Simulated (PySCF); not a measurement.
# Electron correlation in F²⁺ (fluorine, charge +2)

[He] 2s2 2p3, high-spin 4S determinant. Computed with PySCF 2.14 in def2-TZVPPD (6s4p3d1f, 40 functions), with the non-relativistic Hamiltonian (point nucleus). Frozen: nothing; 7 electrons correlated.

| level | correlation energy (mhartree) |
| --- | --- |
| CCSD | -129.86 |
| (T) | -1.20 |
| CCSD(T) | -131.06 |

Diagnostics: T1 = 0.0024, D1 = 0.0061, largest double amplitude 0.030.

Question: Is a single reference adequate?

Answer: Yes: T1 lies below 0.03 and no double amplitude reaches 0.07.

This basis was not built for core-valence correlation, so the inner-shell part is incomplete.
